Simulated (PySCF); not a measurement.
Input file for PySCF: R-M06-2X/6-31G* on HBr (SMILES Br).

```python
from pyscf import gto, scf, dft, mp
from pyscf.data.elements import chemcore

mol = gto.M(
    atom='''
    Br   -0.45063422   -1.38061153    3.26175380
    H    -0.36533442   -0.64374565    2.01825976
    ''',
    basis='6-31g*',
    cart=True,
    charge=0, spin=0, verbose=3, max_memory=1800)
mf = dft.RKS(mol, xc='m062x')
mf.conv_tol = 1e-8
mf.max_cycle = 100
mf.kernel()
if not mf.converged:
    mf = mf.newton().run(mf.mo_coeff, mf.mo_occ)
```

Q: What total energy does the run end on?

A: -2574.4773 hartree.
